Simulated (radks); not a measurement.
Task: Valence configurations of Ti I (all share [Ar]). Method: scalar-relativistic Kohn-Sham, PBE, spin-polarised, spherical densities, finite nucleus; open shells are filled with parallel spins first; Fermi nuclear charge, rms radius 3.5921 fm; computed with a radial shooting solver on a logarithmic mesh with Libxc functionals. Order these by energy: 3d2 4s0.5 4p1.5; 3d2 4s1.5 4p0.5; 3d3 4s1; 3d3 4p1; 3d2 4p2; 3d2 4s1 4p1; 3d4; 3d1 4s2 4p1; 4s2 4p2; 3d2 4s2.

Result: From the lowest, in eV above it: 3d3 4s1 0.000; 3d2 4s2 0.205; 3d2 4s1.5 4p0.5 1.361; 3d4 2.130; 3d2 4s1 4p1 2.236; 3d3 4p1 2.854; 3d2 4s0.5 4p1.5 3.907; 3d1 4s2 4p1 5.189; 3d2 4p2 5.593; 4s2 4p2 14.188. NIST lists [Ar] 3d2 4s2 as the ground configuration; this level of theory puts 3d3 4s1 lower, by 0.205 eV. The energies are those of spherical high-spin densities, not of single terms.
